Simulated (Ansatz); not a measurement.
Born–Oppenheimer molecular dynamics of C2H8BBrO (13 atoms, charge 0, multiplicity 1). It starts at the highest image of a converged band. Of that band: The profile has 2 maxima (images 3, 5) with wells between them (image 4): this band takes more than one step, which may be the mechanism or a detour left from its start path. A vibrational analysis at the climbing image gives one clearly imaginary mode, 699i cm⁻¹: a first-order saddle point.

Level of theory: RKS revPBE-D4/def2-SVP in Ansatz 0.2.0.

```yaml
ensemble: NVE (velocity Verlet)
time_step: 0.5 fs
steps_asked: 200
starting_velocities_drawn_for: 300 K
seed: 5795
```

First frame:

```xyz
13
Properties=species:S:1:pos:R:3
B -0.003 0.191 -0.023
O 0.094 -0.168 1.461
H -0.778 -0.478 1.777
C 1.400 0.240 -0.730
H 1.676 -0.803 -1.012
H 1.371 0.833 -1.665
H 2.208 0.633 -0.083
C -1.371 -0.163 -0.722
H -2.266 0.050 -0.103
H -1.487 0.375 -1.683
H -1.377 -1.252 -0.963
Br -0.258 2.559 0.907
H 0.039 1.038 1.658
```

Task: How far do the bonds stretch over the last three quarters of this one trajectory? (Pairs bonded in most of those frames.)

Result: 
```csv
bond,mean (Å),spread (Å),shortest,longest
B1–O2,1.780,0.063,1.62,1.85
B1–C4,1.593,0.025,1.54,1.63
B1–C8,1.605,0.042,1.54,1.68
B1–Br12,2.091,0.119,1.96,2.39
O2–H3,0.983,0.021,0.95,1.02
O2–H13,1.010,0.068,0.90,1.14
C4–H5,1.113,0.014,1.09,1.14
C4–H6,1.113,0.009,1.10,1.13
C4–H7,1.111,0.007,1.10,1.12
C8–H9,1.113,0.009,1.10,1.13
C8–H10,1.110,0.007,1.10,1.13
C8–H11,1.114,0.016,1.09,1.14
```

Mean temperature of the second half: 295 K. The conserved energy stayed within 0.31 meV per atom of its start (net change 0.18 meV per atom), so the integration is sound. A run of 0.1 ps of so small a system gives no equilibrium averages. The orbitals stay closed-shell, which can raise the energy where a bond breaks towards radicals; this wasn't checked here.

Time of the run: 100 s on 4 threads of AMD EPYC 9R45 96-Core Processor (Zen 5) (shared host), peak memory 0.2 GiB.
